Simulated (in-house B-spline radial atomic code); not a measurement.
## RPA and G0W0 on Hartree-Fock: the palladium ion Pd⁵⁺

Configuration [Kr] 4d5, highest spin, mean-field start Hartree-Fock. Computed with an all-electron radial atomic-structure program (B-spline basis): all electrons, scalar-relativistic (spin-free one-electron X2C), finite nucleus, each spin shell either full or empty, empty states to l = 9 with an (l + 1/2)⁻⁴ tail; G0W0 by contour deformation at full frequency.

Command:
```bash
python run_gw.py task.json out
```
Settings (radii: box in bohr, nucleus in fm):
```
Z                        46
electrons                41
configuration            [Kr] 4d5
hamiltonian              x2c
method                   hf
lmax                     9
rms_radius               4.5318
spin_polarised           True
box_radius               10.43
intervals                67
```

Time taken, with all properties: 6.1 s on 1 thread of Arm Neoverse N1, with other jobs on the host.

Energies (hartree):

```tsv
term	value
mean-field total	-5036.84196
Hartree-Fock functional on these orbitals	-5036.84196
direct second order	-3.2003
second-order exchange	0.92873
SOSEX correction	0.88227
```

What is the RPA correlation energy, and what remains with SOSEX?

RPA gives -2.9166 hartree (-1.94 eV per electron); RPA + SOSEX gives -2.0343, and the second-order doubles (MP2) -2.2715 hartree. SOSEX takes back 30 % of the RPA value.

Quasi-particle levels (eV):

```tsv
level	occupied	mean field	Σx - vxc	Σc	QP weight	G0W0
4d up	yes	-85.03	0.00	?	?	?
4p down	yes	-132.93	0.00	-0.53	0.966	-133.46
4s down	yes	-175.59	0.00	4.81	0.898	-170.77
4d down	no	-59.91	0.00	-3.01	0.976	-62.93
```

G0W0 = mean field + (Σx - vxc) + Σc, with Σc (partial-wave tail included) taken at the quasi-particle energy. Only the outer levels were computed. Levels of low weight are left out.

Where does G0W0 put 4d up?

At -85.41 eV, with Σc = -0.38 eV and a quasi-particle weight of 0.974. The tabulated removal energy is 84.1 ± 2 eV (NIST, tabulated theory); the calculation leaves out spin-orbit coupling, Breit and QED terms, and what these don't explain is the method's own error.
